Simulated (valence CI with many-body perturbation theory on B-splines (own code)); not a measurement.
# Energy levels of I¹³⁺

Computed by relativistic CI+MBPT: four valence electrons over a frozen Dirac-Fock core [Kr], radial functions for each j: 9 s, 9 p, 10 d, 8 f, 5 g, 3 h, 1 i, with the one-electron correlation potential Σ1, the two-electron term Σ2, the three-electron term Σ3, Breit, model QED; selected CI, second order for the rest (own B-spline code, finite nucleus).

No measured levels were compared; by estimate terms of the open shell hold to 2 to 4 % of their energy, and close levels can change places. Core correlation moves these levels by up to 7000 cm⁻¹, and in measured spectra 5 to 20 % of such shifts remained as error; rates that hang on mixing are uncertain with them. Only levels of the ground parity were solved; by the run's estimate the other parity begins above the list, which can be wrong where configurations are misplaced.

Levels 1 to 34 of 34, with energies above the lowest level, 4d⁴ ⁵D_0. "Leading %" is the weight of the configuration and term that name the level; weights of strongly mixed levels are sums over their largest components and can fall short. In the jj column 3d3/2^4 stands for four electrons in 3d with j = 3/2.

```csv
No.,Configuration,Term,J,E (cm⁻¹),Leading %,g,Leading jj
1,4d⁴,⁵D,0,0.0,72,,4d3/2^4 (68 %)
2,4d⁴,⁵D,1,6287,88,1.498,4d3/2^3 4d5/2 (80 %)
3,4d⁴,⁵D,2,12331,93,1.481,4d3/2^2 4d5/2^2 (61 %)
4,4d⁴,⁵D,3,17472,90,1.466,4d3/2^2 4d5/2^2 (52 %)
5,4d⁴,⁵D,4,21488,77,1.426,4d3/2^2 4d5/2^2 (37 %)
6,4d⁴,³P,0,34617,58,,4d3/2^2 4d5/2^2 (63 %)
7,4d⁴,³H,4,36439,60,0.945,4d3/2^3 4d5/2 (54 %)
8,4d⁴,³G,3,43878,65,0.884,4d3/2^2 4d5/2^2 (50 %)
9,4d⁴,³H,5,44977,77,1.069,4d3/2^2 4d5/2^2 (97 %)
10,4d⁴,³F,2,46392,72,0.791,4d3/2^2 4d5/2^2 (52 %)
11,4d⁴,³P,1,46916,79,1.386,4d3/2^2 4d5/2^2 (63 %)
12,4d⁴,³H,6,48967,76,1.127,4d3/2^2 4d5/2^2 (86 %)
13,4d⁴,³G,4,53496,51,1.044,4d3/2^2 4d5/2^2 (60 %)
14,4d⁴,³P,2,56620,45,1.270,4d3/2^2 4d5/2^2 (76 %)
15,4d⁴,³F,4,57225,40,1.129,4d3/2^2 4d5/2^2 (61 %)
16,4d⁴,³F,3,59291,57,1.116,4d3/2^2 4d5/2^2 (50 %)
17,4d⁴,³D,3,62827,51,1.159,4d3/2 4d5/2^3 (60 %)
18,4d⁴,³G,5,65614,77,1.162,4d3/2 4d5/2^3 (97 %)
19,4d⁴,³P,2,68571,39,1.190,4d3/2 4d5/2^3 (58 %)
20,4d⁴,¹I,6,69671,76,1.038,4d3/2 4d5/2^3 (86 %)
21,4d⁴,³D,1,70128,87,0.627,4d3/2 4d5/2^3 (74 %)
22,4d⁴,¹G,4,79282,50,1.071,4d5/2^4 (38 %)
23,4d⁴,¹S,0,81393,77,,4d3/2 4d5/2^3 (79 %)
24,4d⁴,³P,2,82790,32,1.135,4d3/2^2 4d5/2^2 (63 %)
25,4d⁴,¹F,3,86517,66,1.050,4d3/2 4d5/2^3 (76 %)
26,4d⁴,³P,2,94576,67,1.273,4d3/2^2 4d5/2^2 (54 %)
27,4d⁴,³F,4,99483,74,1.189,4d3/2^2 4d5/2^2 (54 %)
28,4d⁴,³F,2,102580,61,0.853,4d5/2^4 (39 %)
29,4d⁴,³F,3,103880,79,1.070,4d3/2 4d5/2^3 (95 %)
30,4d⁴,³P,1,105420,97,1.487,4d3/2 4d5/2^3 (91 %)
31,4d⁴,³P,0,110620,87,,4d5/2^4 (52 %)
32,4d⁴,¹G,4,111850,81,1.039,4d3/2 4d5/2^3 (82 %)
33,4d⁴,¹D,2,137790,94,0.999,4d3/2^2 4d5/2^2 (43 %)
34,4d⁴,¹S,0,176010,93,,4d3/2^2 4d5/2^2 (50 %)
```

Names give the largest LS component (configuration and term), which can be under half, so a name can repeat, a term be missing and a line seem to break the LS rules; names also repeat where a configuration has a term twice.

Where two levels of one J and parity lie close, their mixing, g and order are uncertain.

The ionisation energy to 4d³ ⁴F3/2 of the next ion comes out as 307.81 eV (NIST: 307 ± 3 eV (theoretical)). All 34 levels together are meant to be complete up to 183130 cm⁻¹.
